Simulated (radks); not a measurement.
Excited configurations of Kr IV: one electron is placed in a higher orbital outside [Ar] 3d10 4s2 4p2. The ground configuration is [Ar] 3d10 4s2 4p3. All-electron calculation, scalar-relativistic Kohn-Sham, BLYP, spin-polarised, spherical densities, point nucleus; open shells are filled with parallel spins first. Program: a radial shooting solver on a logarithmic mesh with Libxc functionals. Excitation = E - E(ground); binding = E(ion) - E, where the ion is the core of charge +4; n* = 4/sqrt(2 binding) in atomic units, and the quantum defect is n - n*.

outer orbital,excitation (eV),binding (eV),n*,quantum defect,eigenvalue (eV),<r> (bohr)
4d,21.653,29.174,2.732,1.268,-24.346,2.239
5s,24.631,26.195,2.883,2.117,-23.114,3.227
5d,35.612,15.215,3.783,1.217,-13.353,4.809
5f,40.819,10.007,4.664,0.336,-8.620,6.780
6s,36.103,14.723,3.845,2.155,-13.135,5.724
6p,38.045,12.781,4.127,1.873,-11.335,6.361
6d,41.076,9.750,4.725,1.275,-8.590,7.882
6f,43.813,7.013,5.571,0.429,-6.169,10.45
7s,41.364,9.463,4.796,2.204,-8.493,8.879
7d,43.999,6.827,5.647,1.353,-6.062,11.62

The Delta-SCF ionisation energy is 50.826 eV (NIST Atomic Spectra Database: 50.9 eV, measured). Self-interaction in the functional shifts the binding energies and quantum defects, so they are the method's values and not measured ones. Open shells are spherical and high-spin; term and fine-structure splittings are not resolved.
